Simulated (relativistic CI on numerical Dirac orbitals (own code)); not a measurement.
**Hyperfine structure of Yb47+, mass number 171**

Calculated at this level of theory: Dirac-Coulomb-Breit CI, orbitals from a KLI potential per configuration, QED by a radiative potential, unscaled Slater integrals (own radial code, finite nucleus).

Configurations in the expansion (outside the closed core [Ne]): 3s2 3p6 3d5, 3s2 3p5 3d6, 3s2 3p4 3d7, 3s 3p6 3d6, 3p6 3d7, 3s 3p5 3d7, 3s2 3p6 3d4 4s, 3s2 3p6 3d4 4p, 3s2 3p4 3d6 4s, 3s2 3p5 3d5 4s, 3s2 3p6 3d4 4f, 3p6 3d6 4s, 3s2 3p6 3d3 4s2, 3s2 3p6 3d4 5s, 3p6 3d5 4s2. Levels of other configurations are missing.

Nuclear spin I = 1/2, μ = 0.4923 μN (tables of Stone and Pyykkö). The electronic factors are computed for point nuclear moments, without core polarisation or the Bohr-Weisskopf and QED corrections.

| Level | E (cm⁻¹) | A (MHz) |
| --- | --- | --- |
| 3s2 3p6 3d5 2D_3/2 | 667823 | 76960 |
| 3s2 3p6 3d5 4D_7/2 | 838776 | 30610 |
| 3s2 3p6 3d5 2I_11/2 | 845379 | 44600 |
| 3s2 3p6 3d5 4G_9/2 | 859861 | 38800 |

Levels with J = 0, under 50 % of one LS term, or S terms without an open s electron are left out. Small factors come from cancelling terms and can be off by tens of per cent or more.

At this charge energies of transitions that change n are usually good to better than 1 %, and those within a shell (Δn = 0) to a few per cent.

Task: Give the hyperfine levels of 3s2 3p6 3d5 2D_3/2 relative to its centre of gravity.

Result: With K = F(F + 1) − I(I + 1) − J(J + 1), E = AK/2: F = 1: -96190, F = 2: 57720 MHz.

LS names give the leading component of a level, which can be under half, so a name can repeat, a term be missing and a line seem to break the LS rules.
